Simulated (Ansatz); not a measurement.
A nudged elastic band was laid between two geometries of FH3OSi + H3P (10 atoms, charge 0, multiplicity 1).

The calculation used RHF/def2-SVP (Ansatz).

| Quantity | Value |
| --- | --- |
| movable images | 5 |
| climbing image | yes |
| spring | 5.0 eV/Å² |
| optimiser | quadratic models (default) |
| start path | through a guess of the saddle point |
| force threshold | 0.05 eV/Å |
| iteration limit | 60 |
| end points | relaxed |

Initial state:

```xyz
10
Properties=species:S:1:pos:R:3
Si -0.416 0.420 -0.203
F -0.194 0.384 1.391
H 0.889 0.568 -0.849
H -1.319 1.552 -0.463
O -1.060 -0.997 -0.698
H -1.928 -1.268 -0.443
P 2.051 -3.105 1.655
H 0.887 -3.245 0.867
H 2.884 -2.713 0.582
H 1.754 -1.794 2.085
```

Final state:

```xyz
10
Properties=species:S:1:pos:R:3
Si 0.321 -0.475 -0.588
F -0.948 -0.840 2.667
H 0.524 -0.744 -2.022
H 0.785 0.891 -0.258
O -1.271 -0.707 -0.260
H -1.563 -0.656 0.641
P 1.539 -1.871 0.749
H 1.482 -3.048 -0.024
H 2.836 -1.461 0.378
H -0.156 -1.284 2.639
```

**Question.** Which bonds break or form, and what moves?

**Answer.** Bonds broken: Si1–F2, P7–H10. Bonds formed: Si1–P7, F2–H10. FH3OSi + H3P becomes FH + H5OPSi.

**Question.** What energy profile does the band end with?

**Answer.** The run converged. The highest image is number 3 of 0 to 6, 74.5 kcal/mol above the first end and 44.6 kcal/mol above the last; the last end lies 29.9 kcal/mol above the first. Neighbouring images differ by up to 2.4 eV, so the band resolves the path poorly. A vibrational analysis at the climbing image gives 2 clearly imaginary modes (665i, 80i cm⁻¹): a point of higher order. A lower path may pass nearby, or the ends, which weren't checked, may share the extra mode. The orbitals stay closed-shell, which can raise the energy where a bond breaks towards radicals; this wasn't checked here.

```json
{"image": "0", "path coordinate (Å)": "0.00", "energy (kcal/mol)": "0.0", "Si1–F2 (Å)": "1.61", "P7–H10 (Å)": "1.41", "Si1–P7 (Å)": "4.69"}
{"image": "1", "path coordinate (Å)": "1.94", "energy (kcal/mol)": "0.3", "Si1–F2 (Å)": "1.61", "P7–H10 (Å)": "1.41", "Si1–P7 (Å)": "4.55"}
{"image": "2", "path coordinate (Å)": "3.88", "energy (kcal/mol)": "19.4", "Si1–F2 (Å)": "1.65", "P7–H10 (Å)": "1.40", "Si1–P7 (Å)": "3.63"}
{"image": "3", "path coordinate (Å)": "5.82", "energy (kcal/mol)": "74.5", "Si1–F2 (Å)": "2.71", "P7–H10 (Å)": "1.43", "Si1–P7 (Å)": "2.33"}
{"image": "4", "path coordinate (Å)": "6.41", "energy (kcal/mol)": "45.4", "Si1–F2 (Å)": "2.90", "P7–H10 (Å)": "1.86", "Si1–P7 (Å)": "2.32"}
{"image": "5", "path coordinate (Å)": "7.00", "energy (kcal/mol)": "31.8", "Si1–F2 (Å)": "3.21", "P7–H10 (Å)": "2.25", "Si1–P7 (Å)": "2.30"}
{"image": "6", "path coordinate (Å)": "7.59", "energy (kcal/mol)": "29.9", "Si1–F2 (Å)": "3.51", "P7–H10 (Å)": "2.61", "Si1–P7 (Å)": "2.29"}
```

**Question.** What is the geometry of the highest image?

**Answer.** 
```xyz
10
Properties=species:S:1:pos:R:3:forces:R:3
Si 0.139 -0.333 -0.535 0.01 -0.03 0.01
F -0.836 -0.757 1.956 -0.03 0.00 -0.01
H 0.674 -0.529 -1.894 0.00 0.01 0.00
H 0.495 0.999 -0.033 0.00 0.00 0.00
O -1.379 -0.862 -0.433 0.02 0.01 -0.03
H -1.572 -0.882 0.529 0.00 0.01 0.04
P 1.364 -1.750 0.857 -0.03 0.05 -0.01
H 1.402 -3.076 0.418 -0.01 -0.01 0.01
H 2.714 -1.432 1.033 0.01 -0.01 0.00
H 0.548 -1.576 2.023 0.04 -0.02 -0.01
```

Run time: 8.4 min on 1 thread of Intel(R) Xeon(R) Platinum 8259CL CPU @ 2.50GHz (Skylake/Cascade Lake), with other jobs on the host, peak memory 0.2 GiB.
